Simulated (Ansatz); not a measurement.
Molecule: BeF2, charge 0, multiplicity 1. 
Geometry from a B3LYP-D3(BJ)/def2-TZVP (Ansatz, a first-principles code) optimisation:
```
Be
F 1 1.3812
F 1 1.3812 2 180.00
```
Charge 0, spin multiplicity 1.

Computed values are from Ansatz. Cores are frozen in the correlated levels unless marked. UHF or UKS for open shells. Spin-orbit coupling is left out. No relativistic terms. CBS(X,Y): correlation extrapolated as X^-3; Hartree-Fock from the larger set.

- atomisation energy De: 305.6 kcal/mol at CCSD(T)/CBS(def2-TZVPPD,def2-QZVPPD)
- total energy: -214.4390 Eh at CCSD(T)/CBS(def2-TZVPPD,def2-QZVPPD)
- dipole moment: 0.00 D at CCSD(T)/def2-SVPD
- T1 diagnostic: 0.012 at CCSD/def2-QZVPPD
